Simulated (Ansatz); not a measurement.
A made-up structure of LiBSiH$_{3}$O, doublet:

```xyz
7
angstrom
Li -1.7339 2.3554 -1.2462
O -1.0034 0.9001 -1.0649
Si -0.1617 -0.3274 -0.5212
B 0.8293 -0.4440 1.1015
H -0.2217 -1.4789 -1.4759
H 0.8892 0.4681 1.8781
H 0.5501 -1.4435 -1.0353
```

It is relaxed with PBE-D4/def2-SVP and then PBE0-D4/def2-TZVP (Ansatz 0.2.0). Atoms count as bonded within 1.22 times the sum of their covalent radii (H–H: 0.88 Å). The end point is not checked to be a true minimum.

Q: Does its bonding change? (A judgement: the text doesn't fix the answer.)

A: By the calculation: Yes. Formed: B4–H7; broken: Si3–H7.

Where it ends: The first stage lowers the energy by 4.75 eV in 26 steps. It ends as LiBSiH₃O ([Li][O][SiH][BH2]):
| atom | x (Å) | y (Å) | z (Å) |
| --- | --- | --- | --- |
| Li1 | -2.0206 | 2.4057 | -1.1933 |
| O2 | -1.3298 | 0.9209 | -1.1451 |
| Si3 | -0.4267 | -0.3304 | -0.7848 |
| B4 | 0.9462 | -0.4475 | 0.5303 |
| H5 | -0.7801 | -1.5057 | -1.6419 |
| H6 | 1.2429 | 0.4837 | 1.2256 |
| H7 | 1.5159 | -1.4969 | 0.6453 |

Labels in which every atom is bracketed show which atoms are joined, not bond orders.

For scale, one of the runs: PBE0-D4/def2-TZVP relaxation, 131 basis functions, launched by `ansatz run in.yaml --threads 2 --pin off --events-out ev --progress --plain --max-ram 4352MiB`. Hardware: 2 CPU threads of an Arm Neoverse V2, shared host. Wall time about 37 s.
